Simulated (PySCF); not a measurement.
**InSb and its ions**

UHF; basis In def2-TZVPPD with ECP28, Sb def2-TZVPPD with ECP28; scalar-relativistic core potentials; PySCF 2.14. Neutral (UHF): triplet (π ↑↑), Re = 2.980 Å, ωe = 140 cm⁻¹, De = 0.67 eV, HOMO -6.50 eV, LUMO -0.14 eV.

InSb⁺ (UHF): quartet (σ ↑, π ↑↑), Re = 3.528 Å, ωe = 50.5 cm⁻¹, De = 0.24 eV to In⁺ + Sb. The energies at the minima are -428.51199 hartree for InSb and -428.30443 for InSb⁺.

Q: Work out the adiabatic ionisation energy, without and with harmonic zero-point energies (1 hartree = 27.2114 eV, 1 eV = 8065.5 cm⁻¹), and the change of the bond length.

A: At UHF: 0.20756 hartree = 5.648 eV between the minima; the zero-point term (50.5 − 140.0)/2 cm⁻¹ = -0.006 eV makes it 5.642 eV. Re changes by +54.8 pm against the neutral. The electron leaves a σ orbital, and the ion is left as a loose complex of an ion and an atom.

Spin–orbit coupling is left out, which matters for elements this heavy, above all for dissociation energies. For an ion De counts to the pair picked by the measured ionisation energies or electron affinities, which need not be the lowest pair at this level. Hartree–Fock leaves out correlation, which carries a large part of most bond energies and some tenths to 1 eV of ionisation energies. States were picked by a PBE0 search and need not be the measured ground states.
